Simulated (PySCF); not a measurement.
C5H5F, SMILES C=C=CC(=C)F. Coordinates come from a PBE-D3(BJ)/def2-SVP optimisation. This is a generated structure with no PubChem entry under its InChIKey; it may be hypothetical. One conformer was computed; it need not be the lowest.

These are PBE-D3(BJ)/def2-SVP in PySCF 2.14.0 values and carry that method's errors.

Harmonic wavenumbers (cm⁻¹): 105, 134, 326, 359, 416, 420, 628, 677, 697, 799, 825, 858, 860, 923, 942, 1074, 1249, 1320, 1341, 1416, 1664, 2011, 3048, 3086, 3114, 3130, 3223. Rotational constants (GHz): 9.445, 2.153, 1.775; symmetry number 1.

Work out the zero-point energy and the ideal-gas rigid-rotor harmonic-oscillator thermochemistry at 298.15 K and 1 atm.

ZPE = ½ Σ hcν = ½ × 34646 cm⁻¹ = 49.53 kcal/mol. H − E(el) = 54.12 kcal/mol. Entropy in cal/(mol K): translation 39.20, rotation 26.59, vibration 12.65, total 78.44. G − E(el) = 30.74 kcal/mol. Cp = 24.73 cal/(mol K). Modes under 150 cm⁻¹ make the vibrational entropy uncertain.
